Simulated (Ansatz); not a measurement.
PBE exchange is replaced step by step with exact exchange (0 % is PBE, 25 % PBE0; no dispersion term), basis def2-TZVP, Ansatz. System: the cluster Cu2O. The state is a singlet with charge 0. Geometry: r2SCAN-D4/def2-TZVP, each spin state at its own.

Geometry of the singlet:

Cartesian coordinates in Å:
```
Cu -0.971 -0.707 0.487
Cu 0.319 1.213 -0.329
O 0.652 -0.506 -0.158
```

The structure comes from a short search, and lower isomers may exist.

| exact exchange (%) | HOMO (eV) | LUMO (eV) | gap (eV) | triplet − singlet (kJ/mol) | quintet − singlet (kJ/mol) |
| --- | --- | --- | --- | --- | --- |
| 0 | -4.67 | -3.49 | 1.18 | 96.4 | 309.6 |
| 5 | -4.92 | -3.25 | 1.68 | 100.2 | 315.5 |
| 10 | -5.18 | -3.02 | 2.16 | 103.5 | 321.0 |
| 15 | -5.44 | -2.79 | 2.65 | 106.2 | 325.9 |
| 25 | -5.95 | -2.35 | 3.59 | 109.0 | 331.2 |
| 35 | -6.45 | -1.93 | 4.52 | 107.6 | 326.6 |
| 50 | -7.16 | -1.35 | 5.81 | 98.7 | 294.1 |

The spin gap doesn't follow a straight line here, which points to a change of state along the sweep.
